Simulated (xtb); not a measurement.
xtb input (GFN2-xTB):

```bash
xtb mol.xyz --gfn 2 --sp --chrg 0 --uhf 0
```
mol.xyz:
```
10

Si     1.53741981    -0.15454593     0.27798897
N     -0.00870706    -0.39510056    -0.45998986
Si    -1.53322615     0.32839801    -0.07870391
H      2.58406256     0.04090454    -0.75492498
H      1.43860133     1.04831448     1.13222697
H      1.95835252    -1.30523422     1.11726840
H     -0.03834391    -1.11117236    -1.17438112
H     -2.45959187    -0.61039038     0.60407042
H     -2.21243861     0.79528690    -1.31209694
H     -1.26840381     1.47406585     0.81777540
```

Output:

```
           -------------------------------------------------
          |                Calculation Setup                |
           -------------------------------------------------

           -------------------------------------------------
          |                 G F N 2 - x T B                 |
           -------------------------------------------------

        Reference                      10.1021/acs.jctc.8b01176
      * Hamiltonian:
        H0-scaling (s, p, d)           1.850000    2.230000    2.230000
        zeta-weighting                 0.500000
      * Dispersion:
        s8                             2.700000
        a1                             0.520000
        a2                             5.000000
        s9                             5.000000
      * Repulsion:
        kExp                           1.500000    1.000000
        rExp                           1.000000
      * Coulomb:
        alpha                          2.000000
        third order                    shell-resolved
        anisotropic                    true
        a3                             3.000000
        a5                             4.000000
        cn-shift                       1.200000
        cn-exp                         4.000000
        max-rad                        5.000000

          ...................................................
          :                      SETUP                      :
          :.................................................:
          :  # basis functions                  31          :
          :  # atomic orbitals                  29          :
          :  # shells                           15          :
          :  # electrons                        20          :
          :  max. iterations                   250          :
          :  Hamiltonian                  GFN2-xTB          :
          :  restarted?                      false          :
          :  GBSA solvation                  false          :
          :  PC potential                    false          :
          :  electronic temp.          300.0000000     K    :
          :  accuracy                    1.0000000          :
          :  -> integral cutoff          0.2500000E+02      :
          :  -> integral neglect         0.1000000E-07      :
          :  -> SCF convergence          0.1000000E-05 Eh   :
          :  -> wf. convergence          0.1000000E-03 e    :
          :  Broyden damping             0.4000000          :
          :  net charge                          0          :
          :  unpaired electrons                  0          :
          ...................................................

 iter      E             dE          RMSdq      gap      omega  full diag
   1     -9.9812295 -0.998123E+01  0.577E+00    5.18       0.0  T
   2    -10.0852698 -0.104040E+00  0.291E+00    4.89       1.0  T
   3    -10.0883190 -0.304922E-02  0.219E+00    5.13       1.0  T
   4    -10.0887444 -0.425422E-03  0.935E-01    4.98       1.0  T
   5    -10.0888021 -0.576787E-04  0.459E-01    5.07       1.0  T
   6    -10.0889156 -0.113523E-03  0.814E-02    5.02       1.0  T
   7    -10.0889135  0.212120E-05  0.584E-02    5.04       1.0  T
   8    -10.0889246 -0.110793E-04  0.380E-03    5.02       8.3  T
   9    -10.0889246 -0.495552E-08  0.209E-03    5.02      15.1  T
  10    -10.0889246 -0.327817E-08  0.373E-04    5.02      84.7  T
  11    -10.0889246 -0.371033E-09  0.146E-04    5.02     216.4  T

   *** convergence criteria satisfied after 11 iterations ***

         #    Occupation            Energy/Eh            Energy/eV
      -------------------------------------------------------------
         1        2.0000           -0.7295682             -19.8526
       ...           ...                  ...                  ...
         4        2.0000           -0.4763209             -12.9614
         5        2.0000           -0.4384123             -11.9298
         6        2.0000           -0.4336201             -11.7994
         7        2.0000           -0.4204611             -11.4413
         8        2.0000           -0.4195726             -11.4172
         9        2.0000           -0.4151764             -11.2975
        10        2.0000           -0.3785968             -10.3021 (HOMO)
        11                         -0.1939612              -5.2780 (LUMO)
        12                         -0.1698907              -4.6230
        13                         -0.1640351              -4.4636
        14                         -0.1567372              -4.2650
        15                         -0.1490853              -4.0568
       ...                                ...                  ...
        29                          0.7774531              21.1556
      -------------------------------------------------------------
                  HL-Gap            0.1846355 Eh            5.0242 eV
             Fermi-level           -0.2862790 Eh           -7.7900 eV

 SCC (total)                   0 d,  0 h,  0 min,  0.010 sec
 SCC setup                      ...        0 min,  0.000 sec (  1.643%)
 Dispersion                     ...        0 min,  0.000 sec (  0.696%)
 classical contributions        ...        0 min,  0.000 sec (  0.392%)
 integral evaluation            ...        0 min,  0.002 sec ( 16.930%)
 iterations                     ...        0 min,  0.005 sec ( 48.850%)
 molecular gradient             ...        0 min,  0.003 sec ( 28.600%)
 printout                       ...        0 min,  0.000 sec (  2.665%)

         :::::::::::::::::::::::::::::::::::::::::::::::::::::
         ::                     SUMMARY                     ::
         :::::::::::::::::::::::::::::::::::::::::::::::::::::
         :: total energy              -9.992915572962 Eh    ::
         :: gradient norm              0.022717793253 Eh/a0 ::
         :: HOMO-LUMO gap              5.024188960972 eV    ::
         ::.................................................::
         :: SCC energy               -10.088921053558 Eh    ::
         :: -> isotropic ES            0.034789592779 Eh    ::
         :: -> anisotropic ES          0.006641751985 Eh    ::
         :: -> anisotropic XC          0.005422548388 Eh    ::
         :: -> dispersion             -0.006056146007 Eh    ::
         :: repulsion energy           0.096005480596 Eh    ::
         :: add. restraining           0.000000000000 Eh    ::
         :: total charge              -0.000000000000 e     ::
         :::::::::::::::::::::::::::::::::::::::::::::::::::::

           -------------------------------------------------
          |                Property Printout                |
           -------------------------------------------------

    * Orbital Energies and Occupations

         #    Occupation            Energy/Eh            Energy/eV
      -------------------------------------------------------------
         1        2.0000           -0.7295682             -19.8526
         2        2.0000           -0.6971565             -18.9706
         3        2.0000           -0.5550237             -15.1030
         4        2.0000           -0.4763209             -12.9614
         5        2.0000           -0.4384123             -11.9298
         6        2.0000           -0.4336201             -11.7994
         7        2.0000           -0.4204611             -11.4413
         8        2.0000           -0.4195726             -11.4172
         9        2.0000           -0.4151764             -11.2975
        10        2.0000           -0.3785968             -10.3021 (HOMO)
        11                         -0.1939612              -5.2780 (LUMO)
        12                         -0.1698907              -4.6230
        13                         -0.1640351              -4.4636
Note: The following floating-point exceptions are signalling: IEEE_UNDERFLOW_FLAG IEEE_DENORMAL
normal termination of xtb
        14                         -0.1567372              -4.2650
        15                         -0.1490853              -4.0568
        16                         -0.1453262              -3.9545
        17                         -0.0775486              -2.1102
        18                         -0.0412445              -1.1223
        19                         -0.0379567              -1.0329
        20                          0.0112744               0.3068
        21                          0.1240012               3.3742
       ...                                ...                  ...
        29                          0.7774531              21.1556
      -------------------------------------------------------------
                  HL-Gap            0.1846355 Eh            5.0242 eV
             Fermi-level           -0.2862790 Eh           -7.7900 eV

     #   Z          covCN         q      C6AA      α(0)
     1  14 Si       3.644     0.486    97.919    18.975
     2   7 N        2.500    -0.434    31.390     8.320
     3  14 Si       3.644     0.486    97.919    18.975
     4   1 H        0.912    -0.111     5.968     3.821
     5   1 H        0.914    -0.115     6.116     3.868
     6   1 H        0.912    -0.111     5.967     3.821
     7   1 H        0.862     0.135     1.506     1.922
     8   1 H        0.912    -0.111     5.967     3.821
     9   1 H        0.912    -0.111     5.968     3.821
    10   1 H        0.914    -0.115     6.116     3.868

 Mol. C6AA /au·bohr⁶  :       1684.934320
 Mol. C8AA /au·bohr⁸  :      61278.120905
 Mol. α(0) /au        :         71.213835

Wiberg/Mayer (AO) data.
largest (>0.10) Wiberg bond orders for each atom

 ---------------------------------------------------------------------------
     #   Z sym  total        # sym  WBO       # sym  WBO       # sym  WBO
 ---------------------------------------------------------------------------
     1  14 Si   3.757 --     2 N    1.065     5 H    0.894     4 H    0.887
                             6 H    0.886
     2   7 N    3.288 --     1 Si   1.065     3 Si   1.065     7 H    0.971
     3  14 Si   3.757 --     2 N    1.065    10 H    0.894     9 H    0.887
                             8 H    0.886
     4   1 H    0.988 --     1 Si   0.887
     5   1 H    0.987 --     1 Si   0.894
     6   1 H    0.988 --     1 Si   0.886
     7   1 H    0.982 --     2 N    0.971
     8   1 H    0.988 --     3 Si   0.886
     9   1 H    0.988 --     3 Si   0.887
    10   1 H    0.987 --     3 Si   0.894
 ---------------------------------------------------------------------------

Topologies differ in total number of bonds
Writing topology from bond orders to xtbtopo.mol

molecular dipole:
                 x           y           z       tot (Debye)
 q only:       -0.009      -0.121      -0.090
   full:       -0.018      -0.274      -0.215       0.887
molecular quadrupole (traceless):
                xx          xy          yy          xz          yz          zz
 q only:        0.022      -0.075       0.013       0.103       0.596      -0.035
  q+dip:       -2.609       0.505       1.288      -0.299       1.085       1.321
   full:       -1.633       0.196       0.893       0.000       1.776       0.740

           -------------------------------------------------
          | TOTAL ENERGY               -9.992915572962 Eh   |
          | GRADIENT NORM               0.022717793253 Eh/α |
          | HOMO-LUMO GAP               5.024188960972 eV   |
           -------------------------------------------------

------------------------------------------------------------------------
------------------------------------------------------------------------
 total:
 SCF:
```
